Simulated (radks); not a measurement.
The numbers below are computed, except where a source is named.
The thulium ion Tm2.75+, configuration [Kr] 4d10 4f(up 6.5, down 6.5) 5s2 6s(up 0.5, down 0.5) 5p(up 2.25, down 2) (fractional occupations, a model configuration). Code: a radial shooting solver on a logarithmic mesh with Libxc functionals. Model: scalar-relativistic Kohn-Sham, r2SCAN, spin-polarised, spherical densities, finite nucleus; meta-GGA in the generalised Kohn-Sham scheme; Fermi nuclear charge, rms radius 5.2256 fm.

Normalised radial functions P(r) = r R(r), r in bohr:

```
   r/bohr * 5p down (the largest magnitude, 0.967, reaches the edge; | marks zero)
 0.002421                             *
 0.003281                             *
 0.004412                             *
 0.005979                             |*
 0.008038                             |*
  0.01089                             | *
  0.01465                             |  *
  0.01985                             |   *
  0.02669                             |    *
  0.03617                             |     *
  0.04863                             |     *
  0.06591                             |   *
  0.08861                            *|
   0.1201                       *     |
   0.1615                    *        |
   0.2188                        *    |
   0.2942                             |     *
   0.3987                             |             *
   0.5404                             |       *
   0.7265                     *       |
   0.9846     *                       |
    1.324  *                          |
    1.794          *                  |
    2.412                    *        |
    3.269                          *  |
    4.395                             *
    5.956                             *
    8.008                             *
```

5p down: eigenvalue -57.159 eV, 3 radial nodes at r = 0.0862, 0.252, 0.634 bohr, <r> = 1.41 bohr, 90 % of the charge inside 2.05 bohr.
